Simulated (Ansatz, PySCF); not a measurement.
F3HSeSi. Atoms are numbered in the order given.

```xyz
6

F     -0.7337    -1.4533    -1.2799
Si     0.0039    -0.8268     0.0000
F     -0.7337    -1.4533     1.2799
F      1.5261    -1.3292     0.0000
Se     0.0255     1.4186     0.0000
H     -1.4510     1.4643     0.0000
```

The structure is a stationary point at B3LYP-D3(BJ)/def2-SVP. This is a generated structure with no PubChem entry under its InChIKey; it may be hypothetical. One conformer was computed; it need not be the lowest.

Vertical ionisation energy (IE) and electron affinity (EA) in eV. Rows of orbital energies are one-electron estimates. Where ΔSCF, EOM or ADC give a negative EA the extra electron is unbound and the value depends on the basis.

```json
[
 {"level": "−ε(HOMO), −ε(LUMO), ωB97X/def2-TZVP (PySCF)", "IE": "10.38", "EA": "-1.57"},
 {"level": "−ε(HOMO), −ε(LUMO), PBE/def2-TZVP (PySCF)", "IE": "6.84", "EA": "1.50"},
 {"level": "ΔSCF, PBE0/def2-SVPD (Ansatz), final states of multiplicity 2 and 2", "IE": "___", "EA": "___"},
 {"level": "ΔSCF, PBE/def2-SVPD (Ansatz), final states of multiplicity 2 and 2", "IE": "10.41", "EA": "-0.44"}
]
```

Complete the blanks. (Estimate from the structure and the level; the computed values follow.)


- ΔSCF, PBE0/def2-SVPD (Ansatz, an electronic-structure program), final states of multiplicity 2 and 2, IE: 10.54
- ΔSCF, PBE0/def2-SVPD (Ansatz), final states of multiplicity 2 and 2, EA: -0.61

What vertical singlet–triplet gap does ΔSCF give with PBE0/def2-SVPD (Ansatz) and with PBE/def2-SVPD (Ansatz)? (An estimate is asked for; the answer gives what the named calculation found.)

5.25 and 5.17 eV (triplet above singlet where positive).
